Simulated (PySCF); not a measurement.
Two-component Hartree-Fock for Dy(29+) (dysprosium, charge +29)

Start: [Kr] 4d1; 4d5/2 filled at m_j = +5/2. Calculated with PySCF 2.14 in an even-tempered Gaussian basis (17 s from 2.6 bohr⁻², ratio 2.8; 14 p from 3.4 bohr⁻², ratio 2.8; 9 d from 3.4 bohr⁻², ratio 2.8; 3 f from 12 bohr⁻², ratio 3): generalised Hartree-Fock with the X2C-1e Hamiltonian and a Gaussian nucleus; one run each with spin-orbit coupling (SO) screened by Boettger's factors, then bare. This is a chosen level, not necessarily the ground level.

```json
{"spinor shell": "1s1/2", "electrons": "2", "ε, screened SO (eV)": "-55096.9", "ε, bare SO (eV)": "-55096.2", "weight of nominal j (bare SO)": "1.000", "rms radius, bare SO (bohr)": "0.0240"}
{"spinor shell": "2s1/2", "electrons": "2", "ε, screened SO (eV)": "-10172.7", "ε, bare SO (eV)": "-10172.5", "weight of nominal j (bare SO)": "1.000", "rms radius, bare SO (bohr)": "0.0971"}
{"spinor shell": "2p1/2", "electrons": "2", "ε, screened SO (eV)": "-9709.4", "ε, bare SO (eV)": "-9729.8", "weight of nominal j (bare SO)": "1.000", "rms radius, bare SO (bohr)": "0.0828"}
{"spinor shell": "2p3/2", "electrons": "4", "ε, screened SO (eV)": "-8904.5", "ε, bare SO (eV)": "-8897.2", "weight of nominal j (bare SO)": "1.000", "rms radius, bare SO (bohr)": "0.0896"}
{"spinor shell": "3s1/2", "electrons": "2", "ε, screened SO (eV)": "-3099.2", "ε, bare SO (eV)": "-3099.2", "weight of nominal j (bare SO)": "1.000", "rms radius, bare SO (bohr)": "0.248"}
{"spinor shell": "3p1/2", "electrons": "2", "ε, screened SO (eV)": "-2898.3", "ε, bare SO (eV)": "-2902.6", "weight of nominal j (bare SO)": "1.000", "rms radius, bare SO (bohr)": "0.238"}
{"spinor shell": "3p3/2", "electrons": "4", "ε, screened SO (eV)": "-2723.9", "ε, bare SO (eV)": "-2722.3", "weight of nominal j (bare SO)": "1.000", "rms radius, bare SO (bohr)": "0.252"}
{"spinor shell": "3d3/2", "electrons": "4", "ε, screened SO (eV)": "-2384.2", "ε, bare SO (eV)": "-2388.3", "weight of nominal j (bare SO)": "1.000", "rms radius, bare SO (bohr)": "0.224"}
{"spinor shell": "3d5/2", "electrons": "6", "ε, screened SO (eV)": "-2347.3", "ε, bare SO (eV)": "-2344.7", "weight of nominal j (bare SO)": "1.000", "rms radius, bare SO (bohr)": "0.228"}
{"spinor shell": "4s1/2", "electrons": "2", "ε, screened SO (eV)": "-1325.8", "ε, bare SO (eV)": "-1325.8", "weight of nominal j (bare SO)": "1.000", "rms radius, bare SO (bohr)": "0.522"}
{"spinor shell": "4p1/2", "electrons": "2", "ε, screened SO (eV)": "-1234.3", "ε, bare SO (eV)": "-1235.6", "weight of nominal j (bare SO)": "0.999", "rms radius, bare SO (bohr)": "0.528"}
{"spinor shell": "4d5/2", "electrons": "1", "ε, screened SO (eV)": "-1049.5", "ε, bare SO (eV)": "-1048.8", "weight of nominal j (bare SO)": "1.000", "rms radius, bare SO (bohr)": "0.550"}
```

Where does 4p3/2 lie, and what is the 4p spin-orbit splitting (bare SO)?

At -1184.8 eV, 50.730 eV above 4p1/2.

```csv
quantity,screened SO,bare SO
E (hartree),-11734.51984,-11735.13490
M_J,5/2,5/2
⟨J²⟩,8.752,8.752
⟨L²⟩,6.051,6.055
⟨S²⟩,0.799,0.803
```

Each row is a mean over spinors that exchange with the open shell spreads, by up to 12.439 eV (4p3/2).

Breit and QED terms are absent; they matter most for the inner s and p1/2 levels.

Densities and radii are taken from the X2C orbitals without a picture-change correction, which distorts them close to the nucleus.
